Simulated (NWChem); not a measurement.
C₂H₅ClOSi; SMILES Cl[SiH]1COC1

```xyz
10

Cl    -0.2224     2.0441     0.0000
Si     0.5311     0.1160     0.0000
C     -0.2016    -1.2127    -1.1321
O     -0.1976    -2.0952     0.0000
C     -0.2016    -1.2127     1.1321
H      2.0176     0.2208     0.0000
H      0.3899    -1.6350    -1.9591
H     -1.2260    -1.0049    -1.4966
H     -1.2260    -1.0049     1.4966
H      0.3899    -1.6350     1.9591
```
Atoms are numbered in this order, from 1.

Computed with NWChem. Medium grid unless said otherwise, to which SCAN and Minnesota functionals are sensitive. Structure relaxed at the PBE0/def2-SVP level. Hybrids' shares of exact exchange are those that their runs print; pure functionals count as 0. The functionals differ in more than this share.

```
row                                   share of exact exchange  orbital gap (eV)
------------------------------------  -----------------------  ----------------
PBE/def2-SVP                                             0.00              5.52
LDA (Slater exchange, PW92)/def2-SVP                     0.00              5.39
TPSSh/def2-SVP                                           0.10          withheld
B3LYP/def2-SVP                                           0.20              7.47
B97-2/def2-SVP                                           0.21              7.67
M06/def2-SVP                                             0.27              8.07
BHandHLYP/def2-SVP                                       0.50             10.33
Hartree-Fock/def2-SVP                                    1.00             15.01
```

Problem. Fit a straight line of the last column on the one before it, predict the withheld value, and compare with the run.

Solution. 
1. Means of the 7 shown rows: x = 0.311, y = 8.494. Slope Σ(x − x̄)(y − ȳ)/Σ(x − x̄)² = 6.941/0.7281 = 9.533; intercept 5.525.
2. The shown rows scatter about the line by 0.080 (root mean square); the largest residual is +0.14, at B97-2/def2-SVP.
3. At x = 0.10 (TPSSh/def2-SVP; inside the shown range) the line gives 6.48.
4. The run gives 6.75, +0.27 from the line, 3.4 times the scatter.
